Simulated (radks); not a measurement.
Eu+, 62 electrons, occupied as [Xe] 4f7 6s1 (the NIST ground configuration). All-electron calculation, Dirac Kohn-Sham, OLYP, spin-unpolarised, spherical densities, finite nucleus; open shells fill j = l - 1/2 first; Fermi nuclear charge, rms radius 5.1115 fm. Program: a radial shooting solver on a logarithmic mesh with Libxc functionals.

Normalised radial functions P(r) = r R(r) (large component), r in bohr:

r	4d5/2
0.00127	0.0000
0.001479	0.0000
0.001721	0.0000
0.002004	0.0000
0.002333	0.0001
0.002738	0.0001
0.003187	0.0002
0.003711	0.0002
0.00432	0.0004
0.005029	0.0006
0.005901	0.0009
0.00687	0.0014
0.007998	0.0022
0.009311	0.0033
0.01093	0.0051
0.01272	0.0077
0.01481	0.0116
0.01724	0.0174
0.02007	0.0258
0.02355	0.0386
0.02742	0.0561
0.03192	0.0805
0.03716	0.1139
0.04326	0.1586
0.05076	0.2201
0.0591	0.2937
0.0688	0.3820
0.08009	0.4819
0.09324	0.5866
0.1094	0.6885
0.1274	0.7590
0.1483	0.7811
0.1726	0.7313
0.201	0.5900
0.2358	0.3338
0.2746	-0.0002
0.3196	-0.3882
0.3721	-0.7769
0.4332	-1.1034
0.5084	-1.3183
0.5918	-1.3690
0.689	-1.2754
0.8021	-1.0744
0.9337	-0.8206
1.096	-0.5556
1.276	-0.3451
1.485	-0.1917
1.729	-0.0941
2.029	-0.0382
2.362	-0.0138
2.75	-0.0042
3.201	-0.0010
3.726	-0.0002
4.373	0.0000
5.091	0.0000
5.926	0.0000
6.899	0.0000
8.032	0.0000
9.426	0.0000
10.97	0.0000
12.77	0.0000

4d5/2: eigenvalue -138.79 eV, 1 radial node at r = 0.275 bohr, <r> = 0.658 bohr, 90 % of the charge inside 0.990 bohr.
